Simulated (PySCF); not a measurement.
# Assignment exercise: C$_{4}$H$_{9}$ClSi$_{2}$

Mapped SMILES: `[SiH3:1][SiH2:2][C@H:3]1[CH:4]=[C:5]([Cl:6])[CH2:7]1`; H(Xn) means a hydrogen on atom n. Ha(C7) is cis to Si2 on the ring; Ha(Si2) is pro-R; Hb(Si2) is pro-S; Hb(C7) is trans to Si2 on the ring.

[PySCF: shielding tensors at PBE0/pcSseg-1 (GIAO); GFN2-xTB structure; no relativistic terms; averaged over atoms made equivalent by symmetry, fast rotation or ring inversion; gas phase; one conformer]

δ = σ(ref) − σ, references computed at the same level: TMS for 13C (σ = 186.93 ppm), 1H (σ = 31.72 ppm).

Q: Assign these signals to the numbered atoms. 13C{1H} NMR (computed): δ 143.4 (CH), 140.9 (C), 43.2 (CH2), 24.5 (CH).

A: 
| δ (ppm) | atoms | environment | reason |
| --- | --- | --- | --- |
| 143.4 | C4 | alkene CH | an sp2 carbon of a C=C bond |
| 140.9 | C5 | fully substituted alkene carbon | as expected for a trigonal carbon in a double bond |
| 43.2 | C7 | allylic sp3 CH2 | a saturated carbon with 2 carbon neighbours and no heteroatom attached |
| 24.5 | C3 | allylic sp3 CH bonded to Si | – |

Q: Assign these signals to the numbered atoms. 1H NMR (600 MHz, computed): δ 6.00 (d, 1H), 4.09 (m, 1H), 4.06 (m, 1H), 3.28 (m, 3H), 3.09 (m, 1H), 2.50 (m, 1H), 2.34 (m, 1H).

A: 
```tsv
δ (ppm)	atoms	environment	reason
6.00	H(C4)	hydrogen on an alkene CH	attached to an sp2 carbon and in the plane of the double bond
4.09	Hb(Si2)	hydrogen on a silicon bonded to C, Si	–
4.06	Ha(Si2)	hydrogen on a silicon bonded to C, Si	–
3.28	H(Si1)	hydrogen on a silicon bonded to Si	–
3.09	Hb(C7)	hydrogen on an allylic sp3 CH2	allylic position
2.50	H(C3)	hydrogen on an allylic sp3 CH bonded to Si	allylic position
2.34	Ha(C7)	hydrogen on an allylic sp3 CH2	allylic position
```

Hb(Si2) and Ha(Si2) lie closer than the usual error of such a calculation, so a measured spectrum could show them in the other order.

Carbons that carry Cl, above all several Cl atoms, come out too deshielded, partly because spin–orbit coupling is missing. Shifts are as computed. Against solution values, carbons near 30 ppm lie about +3 ppm off and those near 130 ppm about +5 ppm; carbons on Cl a further +6 ppm. Of 1211 compounds with measured shifts, 218 miss one by over three times the rms of a fit or turn the order of signals round; such compounds aren't used in these exercises. Multiplicities follow the n + 1 count of equivalent neighbours, as no J values were calculated; m marks all less simple cases, F and P coupling included.
